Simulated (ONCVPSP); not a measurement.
## W (Z = 74): one change to an ONCV potential, before and after

ONCVPSP 4.0.1 input, shortened (lines: element, Z, core and valence counts, functional; n l f; lmax; l rc ep ncon nbas qcut; lloc lpopt rc5 dvloc0; l nproj debl; icmod fcfact rcfact), PBEsol, scalar-relativistic:

```
  W 74.00   10    4  -116133      upf
    1    0    2.00
    2    0    2.00
    2    1    6.00
    3    0    2.00
    3    1    6.00
    3    2   10.00
    4    0    2.00
    4    1    6.00
    4    2   10.00
    4    3   14.00
    5    0    2.00
    5    1    6.00
    5    2    5.00
    6    0    1.00
    2
    0    1.80    0.00    4    7    6.00
    1    1.45    0.00    3    8    8.80
    2    1.75    0.00    4    8    5.80
    4    5    1.40    0.00
    0    2    2.50
    1    3    3.60
    2    3    3.70
    2    0.55    0.85
```

Change: d: qcut 3.9.

Cutoffs: the cutoffs (Ha) at which the residual kinetic energy of the hardest occupied pseudo-wave falls to 1 and 0.1 mHa per electron; they do not see the model core or the augmentation charge, which bear on the density cutoff. Errors are all-electron minus pseudo energies relative to the spin-unpolarised reference configuration.

Predict the effect on cutoff, ghosts and configuration errors.

The potential gets harder (27 Ha and 33 Ha → 59 Ha and 75 Ha); of the 4 tests that both files solve, the error grows in 3 and shrinks in 1 by more than 15 % and 0.3 meV (median size 1.1 → 1.1 meV); neither file shows a bound ghost.

```csv
quantity,base,changed
"cutoff, loose",27 Ha,59 Ha
"cutoff, tight",33 Ha,75 Ha
loose cutoff by channel,"s 14 Ha, p 27 Ha, d 14 Ha","s 14 Ha, p 27 Ha, d 59 Ha"
bound ghosts,none,none
GHOST(+) flags under 300 eV,s at 179.2 eV,s at 179.2 eV
"error for 5s2 5p6 5d4 6s2, meV [ΔE -1.54 eV]",-0.5,-0.8
"error for 5s2 5p6 5d4 6s1, meV [ΔE 7.38 eV]",-0.4,-1.1
"error for 5s2 5p6 5d4 6s0, meV [ΔE 23.08 eV]",-4.2,-5.5
"error for 5s2 5p6 5d4 6s1 6p1, meV [ΔE 3.00 eV]",+1.6,+1.2
s: phases at 1.83 bohr within 0.05 rad from the reference energy up to (Ha; the scan ends near 5),to the end of the scan,to the end of the scan
p: phases at 1.47 bohr within 0.05 rad from the reference energy up to (Ha; the scan ends near 5),to the end of the scan,to the end of the scan
d: phases at 1.77 bohr within 0.05 rad from the reference energy up to (Ha; the scan ends near 5),to the end of the scan,to the end of the scan
"rms error of d²Exc/dni dnj with the model core, mHa",0.91,0.94
```
